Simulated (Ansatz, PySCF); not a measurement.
O2Se, SMILES O=[Se]=O (connectivity only; charge and spin as stated), charge +1, multiplicity 2. Atoms are numbered in the order given.

```xyz
3

O      0.0000    -1.4158     0.5206
Se     0.0000     0.0000    -0.2420
O      0.0000     1.4158     0.5206
```
Charge +1, spin multiplicity 2.

Geometry optimised at r2SCAN-D4/def2-TZVP. The spin state was assumed, not searched.

Two levels are set side by side: PBE-D3(BJ)/def2-TZVP (Ansatz, an electronic-structure program) and r2SCAN-D4/def2-TZVP (Ansatz). Each level has its own optimised geometry; the coordinates shown are those of the second. Frequencies come from the Hessian of PySCF at each geometry. Differences are taken from unrounded values.

```json
[
 {"quantity": "mean bond length (Å)", "r2SCAN-D4": "1.608"},
 {"quantity": "bond O1–Se2 (Å)", "r2SCAN-D4": "1.608"},
 {"quantity": "bond Se2–O3 (Å)", "r2SCAN-D4": "1.608"},
 {"quantity": "highest harmonic wavenumber (cm⁻¹)", "r2SCAN-D4": "919"},
 {"quantity": "mean harmonic wavenumber (cm⁻¹)", "r2SCAN-D4": "631"},
 {"quantity": "zero-point energy (kcal/mol)", "r2SCAN-D4": "2.70"}
]
```

Task: What does PBE-D3(BJ) give, and how far is it from r2SCAN-D4? (The exact figures need the calculation; the answer reports its results.)

Result: 
```tsv
quantity	PBE-D3(BJ)	PBE-D3(BJ) minus r2SCAN-D4
mean bond length (Å)	1.627	0.019
bond O1–Se2 (Å)	1.627	0.019
bond Se2–O3 (Å)	1.627	0.019
highest harmonic wavenumber (cm⁻¹)	875	-44
mean harmonic wavenumber (cm⁻¹)	644	14
zero-point energy (kcal/mol)	2.76	0.06
```
